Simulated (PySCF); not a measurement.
**Stationary points of SbF₃**

All numbers come from PBE0 in PySCF with Sb def2-TZVP with ECP28, F def2-TZVP; scalar-relativistic core potentials, no spin–orbit coupling; density-fitted integrals.

Relaxations began from a few typed shapes. The search is not exhaustive: other isomers or separated fragments can lie lower, and high-lying points may rest on an excited occupation.

Q: Order these stationary points by electronic energy, lowest first, in kJ/mol from the lowest minimum.
A. singlet D3h: Sb–F 1.966 Å (×3); F–Sb–F 120.0° (×3)
B. singlet C3v: Sb–F 1.886 Å (×3); F–Sb–F 94.8° (×3)
C. singlet C2v: Sb–F 1.873 Å, Sb–F 1.961 Å (×2); F–Sb–F 84.3° (×2), F–Sb–F 168.6°

A: B (0.0), C (158.0), A (209.5).

Q: Which of them are minima?

A: By energy in kJ/mol, 0.0: minimum; 158.0: saddle point, 1 imaginary mode; 209.5: saddle point, 3 imaginary modes.

Counting electrons, antimony keeps 2 of its valence electrons outside its bonds, so the VSEPR class is AX3E1 and the expected shape is trigonal pyramidal (C3v), as computed. The angle of 95° is close to 90°: the heavy centre bonds with nearly pure p orbitals and keeps its lone pair s-like.
